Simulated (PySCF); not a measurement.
**Ca2 at MN15**

Computed with MN15; basis Ca def2-SVPD; no relativity; PySCF 2.14.

| Item | Value |
| --- | --- |
| state | ¹Σg⁺ (singlet), closed shell |
| bond length | 4.654 Å |
| harmonic wavenumber | 41.1 cm⁻¹ |
| force constant | 0.0199 mdyn/Å |
| rotational constant Be | 0.03895 cm⁻¹ |
| anharmonicity ωexe | 0.607 cm⁻¹ |
| vibration–rotation constant αe | 0.000756 cm⁻¹ |
| well depth De to Ca + Ca | 2.9 kcal/mol |
| dissociation energy D0 | 2.8 kcal/mol |
| HOMO–LUMO gap | 3.25 eV |
| bond order (Mayer) | 0.22 |

Closed-shell solutions of metal pairs were not tested for spin polarisation, which can lower them a little. The bond is weak. Basis-set superposition, not corrected here, can be much of De in a small basis, most of all at correlated wavefunction levels. Functionals without a dispersion term scatter widely for such bonds, and LDA overbinds them.
